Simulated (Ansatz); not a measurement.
Reactions of C7H16S, SMILES `CCCCCCCS`.

Program: Ansatz. Geometries: PBE0-D4/def2-TZVP. ΔE: electronic, gas phase. CCSD(T)/CBS is the MP2 limit (def2-TZVPP, def2-QZVPP) plus CCSD(T) − MP2 in def2-TZVPP, frozen cores. This one scheme is used for every species. Functionals use def2-TZVPP. B3LYP here is the variant with VWN-RPA as its local correlation; programs differ in this. Each species was taken in one conformer, which may not be the lowest.

```
                                        reaction  B3LYP-D4 (kJ/mol)  CCSD/CBS(def2) (kJ/mol)  PBE-D4 (kJ/mol)  PBE0-D4 (kJ/mol)  CCSD(T)/CBS(def2) (kJ/mol)
               `CCCCCCCS` + H₂ → `CCCCCS` + `CC`                -68                      -66              -63               -66                         -61
`CCCCCCCS` + `C=CCCCC` → `C=CCCCCCCCCCC` + CH₃SH                  8                        9                8                 8                           7
             `CCCCCCCS` + CH₄ → `CCCCCS` + `CCC`                  4                        5                4                 4                           6
             `CCCCCCCS` + H₂S → `SCCS` + `CCCCC`                  2                        7                0                 3                           7
```

Largest T1 diagnostic: 0.010, for `SCCS`.
